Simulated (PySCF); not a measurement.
Two-component Hartree-Fock for Se¹⁰⁺ (selenium, charge +10)

Start: [Ar] 3d6; 3d3/2 filled at m_j = -3/2, -1/2, +1/2, +3/2; 3d5/2 filled at m_j = +3/2, +5/2. Calculated with PySCF 2.14 in an even-tempered Gaussian basis (17 s from 0.64 bohr⁻², ratio 2.8; 13 p from 0.83 bohr⁻², ratio 2.8; 8 d from 0.83 bohr⁻², ratio 2.8; 4 f from 4.1 bohr⁻², ratio 3): generalised Hartree-Fock with the X2C-1e Hamiltonian and a Gaussian nucleus; one run each with spin-orbit coupling (SO) switched off, then screened by Boettger's factors.

| spinor shell | electrons | ε, spin-free (eV) | ε, screened SO (eV) | weight of nominal j (screened SO) | rms radius, screened SO (bohr) |
| --- | --- | --- | --- | --- | --- |
| 1s1/2 | 2 | -12989.4 | -12989.0 | 1.000 | 0.0508 |
| 2s1/2 | 2 | -1948.7 | -1948.5 | 1.000 | 0.212 |
| 2p1/2 | 2 | -1739.6 | -1769.5 | 0.992 | 0.187 |
| 2p3/2 | 4 | -1739.6 | -1725.1 | 0.996 | 0.190 |
| 3s1/2 | 2 | -475.87 | -475.82 | 1.000 | 0.587 |
| 3p1/2 | 2 | -405.65 | -418.09 | 0.689 | 0.590 |
| 3d3/2 | 4 | -303.12 | -302.67 | 0.686 | 0.586 |
| 3d5/2 | 2 | -303.12 | -304.12 | 0.881 | 0.586 |

(1) Where does 3p3/2 lie, and what is the 3p spin-orbit splitting (screened SO)?

```csv
quantity,spin-free,screened SO
E (hartree),-2388.94285,-2389.08325
M_J,4,4
⟨J²⟩,20.002,20.005
⟨L²⟩,6.001,6.087
⟨S²⟩,6.001,5.950
```

Each row is a mean over spinors that exchange with the open shell spreads, by up to 21.284 eV (3p3/2).

Rows whose weight is well below 1 are mixtures of j = l ± 1/2: exchange outweighs spin-orbit coupling there, and the label is only the starting occupation.

Without spin-orbit coupling the j labels of p, d and f shells carry no meaning; the spin-free column gives the mean over the occupied spinors of each nl shell.

Results:

(1) At -399.50 eV, 18.594 eV above 3p1/2.
